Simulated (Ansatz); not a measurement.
CaTe2, relaxed as a singlet with RKS r2SCAN-D4/def2-TZVP in Ansatz, starting from the GFN1-xTB geometry. Force threshold 0.02 eV/Å.

In the def2 sets Te takes a core potential; there is no spin–orbit coupling. The structure comes from a short search, and lower isomers may exist.

Start:

```xyz
3

Ca   -1.208   -1.299    1.539
Te    0.334    1.788   -1.398
Te    0.874   -0.488   -0.141
```

```csv
step,energy (eV),largest force component (eV/Å),SCF passes
1,-33030.4219,0.407,51
2,-33030.5064,0.265,42
3,-33030.7347,0.643,80
4,-33031.2125,1.097,48
5,-33031.7716,0.968,29
6,-33032.1682,0.249,29
7,-33032.1752,0.130,23
8,-33032.1770,0.004,23
```

Force components are those of the run's own axes.

End:

Cartesian coordinates in Å:
```
Ca -1.1535 -0.5507 0.9995
Te -0.2348 1.3927 -0.8209
Te 1.3883 -0.8420 -0.1785
```

Bonds formed: Ca1–Te2 (atoms count from 1). The end is the same structure that another start reached, the lowest one found.

No frequencies were taken in this run, so the end may be a saddle point.

It took 26 s on 4 threads of Intel Xeon on a shared host.
